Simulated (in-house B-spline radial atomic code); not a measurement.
A fraction x of an electron is removed from 4d in Nb³⁺, starting from [Kr] 4d2 and keeping the highest spin. Level of theory: non-relativistic Hartree-Fock with fractional occupations, spin-polarised, spherical fractional occupations, point nucleus; calculated with a B-spline radial code for spherical atoms.

Caution: exact exchange at fractional occupations of open shells leaves self-interaction of up to several eV.

| x | E(x) - E(0) (eV) | 4d up level (eV) |
| --- | --- | --- |
| 0 | 0.0000 | -29.613 |
| 0.03 | 0.8925 | -29.891 |
| 0.24 | 7.3756 | -31.858 |
| 0.25 | 7.6947 | -31.952 |
| 0.47 | 14.9541 | -34.048 |
| 0.5 | 15.9799 | -34.337 |
| 0.54 | 17.3610 | -34.722 |
| 0.66 | 21.5974 | -35.885 |
| 0.85 | 28.5920 | -37.747 |
| 0.98 | 33.5827 | -39.034 |
| 1 | 34.3653 | -39.233 |

The exact functional would give a straight line between the two integer points. Deviations E(x) - E(0) - x[E(1) - E(0)], in eV: -0.138 at x = 0.03, -0.872 at x = 0.24, -0.897 at x = 0.25, -1.198 at x = 0.47, -1.203 at x = 0.5, -1.196 at x = 0.54, -1.084 at x = 0.66, -0.619 at x = 0.85, -0.095 at x = 0.98.

The curve lies below the straight line by up to 1.203 eV (at x = 0.5): with spherically averaged exact exchange in an open shell, this holds the self-interaction named above.

Question: How well does Slater's transition state (minus the level at half occupation) give the ionisation energy?

Answer: It gives 34.337 eV against 34.365 eV from the two total energies; NIST lists 37.61 eV, ground level to ground level. The end point has an open shell averaged over its orbitals, so its exact exchange keeps a self-interaction and this is no true integer point.
